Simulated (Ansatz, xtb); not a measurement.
System: (2S)-1,1-difluoropropan-2-ol, C₃H₆F₂O, net charge 0, singlet state. 
Geometry from a B3LYP-D3(BJ)/def2-TZVP (Ansatz, a quantum-chemistry and plane-wave program) optimisation:
SMILES: C[C@H](O)C(F)F
```xyz
12

C     -1.6469    -0.7578     0.6681
C     -0.4519     0.1858     0.6605
O     -0.7299     1.4068    -0.0002
C      0.7374    -0.4488    -0.0411
F      1.8169     0.3829    -0.0111
F      0.4576    -0.7090    -1.3516
H     -1.4028    -1.7026     1.1586
H     -1.9717    -0.9629    -0.3517
H     -2.4765    -0.3070     1.2162
H     -0.1199     0.3725     1.6915
H     -1.5175     1.7965     0.3925
H      1.0253    -1.3913     0.4334
```
Charge 0, spin multiplicity 1.

Harmonic wavenumbers from GFN2-xTB (xtb, at its own minimum), cm⁻¹: 68, 198, 209, 232, 254, 357, 452, 522, 678, 846, 953, 1005, 1064, 1095, 1106, 1165, 1200, 1270, 1285, 1314, 1345, 1403, 1481, 1486, 2838, 2880, 3034, 3049, 3050, 3551.

**Question.** Give the harmonic wavenumbers at B3LYP-D3(BJ)/def2-TZVP (Ansatz, finite differences of forces, unscaled).

**Answer.** 88, 168, 237, 243, 270, 371, 481, 552, 711, 844, 931, 1010, 1082, 1128, 1129, 1170, 1248, 1345, 1384, 1406, 1415, 1442, 1494, 1506, 2979, 3037, 3058, 3095, 3122, 3814 cm⁻¹. Zero-point energy 58.3 kcal/mol.

**Question.** From these and the geometry, give the ideal-gas thermochemistry at 298.15 K and 1 atm (rigid rotor, harmonic oscillator).

**Answer.** Point group C1, rotational symmetry number 1. Rotational constants 4.947, 2.847, 2.389 GHz. S(trans) 39.60, S(rot) 26.66, S(vib) 14.75, S(elec, spin only) 0.00, S 81.0 cal/(mol K). H(298) - H(0) 4.88 kcal/mol; G - E(el) 39.0 kcal/mol.
